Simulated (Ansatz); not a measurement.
`[OH][AlH][SiH2]P` + `N[SiH3]` → `[OH][AlH][NH][SiH3]` + `[SiH3]P`  (cleavage of the Al–Si bond)

Isolated molecules relaxed with PBE0-D4/def2-TZVP in Ansatz; ΔE leaves out vibrations. CCSD(T)/CBS is the MP2 limit (def2-TZVPP, def2-QZVPP) plus CCSD(T) − MP2 in def2-TZVPP, frozen cores. This one scheme is used for every species. Functionals use def2-TZVPP. Each species was taken in one conformer, which may not be the lowest.

| level | ΔE (kcal/mol) |
| --- | --- |
| revPBE-D4 | -18.8 |
| B2PLYP | -23.9 |
| CCSD/def2-SVP | -24.8 |
| CCSD(T)/def2-SVP | -24.5 |

Question: What does CCSD(T)/CBS give? (Estimate.)

Answer: The calculation gave: -23.2 kcal/mol. The listed levels differ from it by 4.4, -0.7, -1.6, -1.3 kcal/mol.

Question: What do rigid-rotor, harmonic-oscillator terms from PBE0-D4/def2-TZVP frequencies (298.15 K, 1 bar) make of the CCSD(T)/CBS value? (Best estimate.)

Answer: Computed: ΔZPE = -1.1 kcal/mol, ΔH = -24.8 kcal/mol, ΔS = -18 J/(mol·K), ΔG = -23.5 kcal/mol. Modes under 50 cm⁻¹ make the entropy rough.

Largest T1 diagnostic among the species: 0.014.

At CCSD(T), def2-SVP lies −1.3 kcal/mol from the extrapolated value and def2-TZVPP −0.4 kcal/mol. Leaving LDA and LC-ωPBE aside and taking each functional with its dispersion term where it has one, the values, not all of them listed here, spread over 6.1 kcal/mol, from BHLYP-D4 to PBE-D4. LDA lies −1.2 kcal/mol from PBE without D4. From PBE to PBE0 (25 % exact exchange), in def2-TZVPP and without D4, ΔE moves by −1.4 kcal/mol.
